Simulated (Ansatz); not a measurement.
Computed with Ansatz on PBE0-D4/def2-TZVP structures; ΔE is electronic, products minus reactants. CCSD(T)/CBS adds triple-zeta CCSD(T) − MP2 to the extrapolated MP2 energy (def2 sets, frozen cores). This one scheme is used for every species. Functionals use def2-TZVPP. B3LYP here is the variant with VWN-RPA as its local correlation; programs differ in this. HSE06 is defined as in plane-wave codes. Each species was taken in one conformer, which may not be the lowest.

`[OH][Al]([Cl])[SiH2]Cl` + H₂ → `[SiH3]Cl` + `[OH][AlH][Cl]`  (hydrogenolysis of the Si–Al bond)

`[OH][Al]([Cl])[SiH2]Cl`:

Z-matrix (Å, degrees):
```
Si
Cl 1 2.066
Al 1 2.440 2 109.2
H 1 1.486 2 107.6 3 -122.0
H 1 1.486 2 107.6 3 122.0
Cl 3 2.095 1 121.8 2 -0.3
O 3 1.686 1 117.7 2 179.7
H 7 0.956 3 125.2 1 180.0
```

H₂:

```xyz
2

H     0.015    0.072   -0.366
H    -0.015   -0.072    0.366
```

`[SiH3]Cl`:

Z-matrix (Å, degrees):
```
Si
Cl 1 2.054
H 1 1.481 2 108.5
H 1 1.481 2 108.5 3 -120.0
H 1 1.481 2 108.5 3 120.0
```

`[OH][AlH][Cl]`:

Cartesian coordinates in Å:
```
O -1.190 -0.429 -0.243
Al 0.364 -0.095 0.311
Cl 1.494 1.413 -0.607
H -1.614 0.029 -0.967
H 0.945 -0.918 1.507
```

| level | ΔE (kcal/mol) | difference from CCSD(T)/CBS |
| --- | --- | --- |
| LDA (SPW92) | -1.4 | 2.3 |
| PBE-D4 | 0.0 | 3.7 |
| revPBE-D4 | 0.3 | 4.0 |
| BLYP-D4 | -2.2 | 1.5 |
| r2SCAN-D4 | -2.6 | 1.1 |
| B97M-V | -6.2 | -2.5 |
| PBE0-D4 | -1.6 | 2.1 |
| B3LYP-D4 | -3.4 | 0.3 |
| r2SCANh-D4 | -3.0 | 0.7 |
| r2SCAN0-D4 | -3.5 | 0.2 |
| HSE06-D4 | -1.6 | 2.1 |
| BHLYP-D4 | -5.1 | -1.4 |
| CAM-B3LYP-D4 | -5.3 | -1.6 |
| ωB97X-V | -4.4 | -0.7 |
| ωB97M-V | -5.3 | -1.6 |
| B2PLYP | -5.6 | -1.9 |
| PBE-QIDH | -4.1 | -0.4 |
| PBE | -1.6 | 2.1 |
| revPBE | -2.0 | 1.7 |
| BLYP | -5.1 | -1.4 |
| r2SCAN | -3.0 | 0.7 |
| PBE0 | -3.1 | 0.6 |
| B3LYP | -6.0 | -2.3 |
| r2SCANh | -3.5 | 0.2 |
| r2SCAN0 | -4.1 | -0.4 |
| BHLYP | -7.7 | -4.0 |
| CAM-B3LYP | -7.0 | -3.3 |
| LC-ωPBE | -4.8 | -1.1 |
| RPA@PBE/def2-TZVPP | -5.1 | -1.4 |
| HF/def2-SVP | -11.7 | -8.0 |
| CCSD/def2-SVP | -7.4 | -3.7 |
| HF/def2-TZVPP | -11.1 | -7.4 |
| MP2/def2-TZVPP | -4.6 | -0.9 |
| CCSD/def2-TZVPP | -5.7 | -2.0 |
| CCSD(T)/def2-TZVPP | -4.4 | -0.7 |
| HF/def2-QZVPP | -11.3 | -7.6 |
| MP2/def2-QZVPP | -4.3 | -0.6 |
| SCS-MP2/def2-QZVPP | -5.8 | -2.1 |
| HF/CBS(def2) | -11.4 | -7.7 |
| MP2/CBS(def2) | -3.9 | -0.2 |
| CCSD(T)/CBS | -3.7 | 0 |

Largest T1 diagnostic among the species: 0.011.

At CCSD(T), def2-SVP lies −2.8 kcal/mol from the extrapolated value and def2-TZVPP −0.7 kcal/mol. From BLYP to BHLYP (50 % exact exchange), in def2-TZVPP and without D4, ΔE moves by −2.6 kcal/mol. The D4 term adds +2.5 kcal/mol with B3LYP and +1.5 kcal/mol with PBE0; it sums over pairs of atoms, weighted by their polarisabilities, and B3LYP, whose exchange is more repulsive, gets the larger term.
